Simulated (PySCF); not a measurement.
Isomers of C8H9N. The calculation used PySCF 2.14.0, PBE0-D3(BJ)/def2-SVP geometry optimisation, gas phase. One conformer each; no zero-point energy, no entropy. No frequencies were run at this level. Point groups hold within 0.08 Å.

Question: Order them by energy at this level, lowest first, and give relative energies in kcal/mol.
A. `[CH3:1][C@@H:2]1[C:3]([C:4]#[N:5])=[C:6]1[CH:7]1[CH2:8][CH2:9]1` with C3–C6–C7–C8 34°
B. `[cH:1]1[cH:2][cH:3][c:4]([N:5]2[CH2:6][CH2:7]2)[cH:8][cH:9]1` with C3–C4–N5–C6 -53°
C. `[CH2:1]=[C:2]([CH3:3])[c:4]1[cH:5][cH:6][n:7][cH:8][cH:9]1` with C1–C2–C4–C5 157°
D. `[H]/[N:1]=[CH:2]\[C:3]1=[CH:4][CH:5]=[CH:6][C:7]12[CH2:8][CH2:9]2` with N1–C2–C3–C4 1°
E. `[CH3:1]/[N:2]=[CH:3]/[c:4]1[cH:5][cH:6][cH:7][cH:8][cH:9]1` with N2–C3–C4–C5 0°
F. `[CH2:1]=[CH:2][c:3]1[cH:4][cH:5][c:6]([NH2:7])[cH:8][cH:9]1` with C1–C2–C3–C4 180°
G. `[cH:1]1[cH:2][c:3]([CH:4]2[CH2:5][CH2:6]2)[cH:7][cH:8][n:9]1` with C2–C3–C4–C5 -36°
H. `[CH2:1]=[C:2]([CH3:3])[c:4]1[cH:5][cH:6][cH:7][cH:8][n:9]1` with C1–C2–C4–C5 5°

Answer: F (0.0), E (2.8), H (4.4), C (6.7), G (10.0), B (17.5), D (40.1), A (72.3).

As drawn, the lowest has an aromatic ring and an N–H bond, which the highest lacks; the highest has a three-membered ring and a C≡N group, which the lowest lacks. Neighbours under 2.5 kcal/mol apart (C/N=C/c1ccccc1 and C=C(C)c1ccccn1; C=C(C)c1ccccn1 and C=C(C)c1ccncc1) can change places with a better method, another conformer or zero-point energy.

| SMILES | E (Eh) | E rel (kcal/mol) | dipole (D) | point group | A, B, C (MHz) |
| --- | --- | --- | --- | --- | --- |
| C=Cc1ccc(N)cc1 | -364.32841 | 0.0 | 2.61 | near Cs | 5023, 987.5, 825.7 |
| C/N=C/c1ccccc1 | -364.32394 | 2.8 | 1.08 | Cs | 5071, 907.6, 773.5 |
| C=C(C)c1ccccn1 | -364.32137 | 4.4 | 1.69 | near Cs | 3659, 1273, 950.7 |
| C=C(C)c1ccncc1 | -364.31775 | 6.7 | 2.59 | – | 3723, 1204, 931.7 |
| c1cc(C2CC2)ccn1 | -364.31250 | 10.0 | 2.97 | Cs | 4430, 1107, 951.4 |
| c1ccc(N2CC2)cc1 | -364.30058 | 17.5 | 1.45 | Cs | 4262, 1193, 968.6 |
| [H]/N=C\C1=CC=CC12CC2 | -364.26456 | 40.1 | 3.11 | – | 2452, 1636, 1062 |
| C[C@@H]1C(C#N)=C1C1CC1 | -364.21315 | 72.3 | 4.93 | C1 | 1953, 1275, 857.4 |
